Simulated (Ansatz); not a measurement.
Constitutional and geometric isomers with formula H4B2Si. All species are isolated molecules in the gas phase. One relaxed conformer stands for each flexible species; it need not be the lowest. Strings in code marks are SMILES.

Quantity: electronic energy of isomers of H4B2Si relative to `B1B[SiH2]1`, in kcal/mol. The DFT solution of `B=B[SiH3]` is unstable or spin-contaminated; the geometry comes from it. The restricted reference of `BB=[SiH2]`, `[H]/B=[SiH]\B` and `B=B[SiH3]` is unstable towards unrestricted orbitals.

Level 1: frozen-core CCSD(T) with HF/cc-pVQZ and the correlation energy extrapolated as X^-3 from cc-pVTZ and cc-pVQZ // B3LYP-D3(BJ)/def2-TZVP (Ansatz, an electronic-structure program)
Level 2: PBE/cc-pVTZ // B3LYP-D3(BJ)/def2-TZVP (Ansatz)
Level 3: r2SCAN/cc-pVTZ // B3LYP-D3(BJ)/def2-TZVP (Ansatz)
Level 4: r2SCAN0/cc-pVTZ // B3LYP-D3(BJ)/def2-TZVP (Ansatz)

```tsv
species	level 1	level 2	level 3	level 4
`BB=[SiH2]`	16.9	17.3	17.0	17.4
`B=B[SiH3]`	40.0	48.6	46.7	44.6
`[H]/B=[SiH]\B`	21.2	23.8	23.3	23.2
```
